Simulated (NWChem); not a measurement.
System: C4H4F2; SMILES FC1(F)C=CC1

The following NWChem deck was run.

```
start job
memory heap 200 mb stack 900 mb global 1100 mb
geometry units angstroms noautosym nocenter noautoz
  F     -0.029951    -1.181513     1.081917
  C     -0.025204    -0.374857     0.000000
  F     -0.029951    -1.181513    -1.081917
  C     -1.046946     0.730343     0.000000
  C     -0.096137     1.675391     0.000000
  C      1.074513     0.713193     0.000000
  H     -2.138468     0.728930     0.000000
  H     -0.133196     2.767613     0.000000
  H      1.706435     0.712241    -0.901776
  H      1.706435     0.712241     0.901776
end
basis spherical
  * library 6-31g*
end
dft
  xc pbe0
  iterations 150
end
cosmo
  dielec 2.0
end
task dft energy
```

Geometry: optimised at PBE0/def2-SVP.

Level: PBE0/6-31G* with COSMO at NWChem's default radii, gas-phase geometry; the question gives the dielectric constant.

Q: Predict the main results of this run. (PBE0/6-31G* (spherical d), COSMO on the gas-phase geometry.) Quantities: electrostatic solvation energy (kcal/mol); dipole in solution (D).

A: 
```
Property                                   Value
-----------------------------------------  -----
electrostatic solvation energy (kcal/mol)   -1.4
dipole in solution (D)                      2.44
```
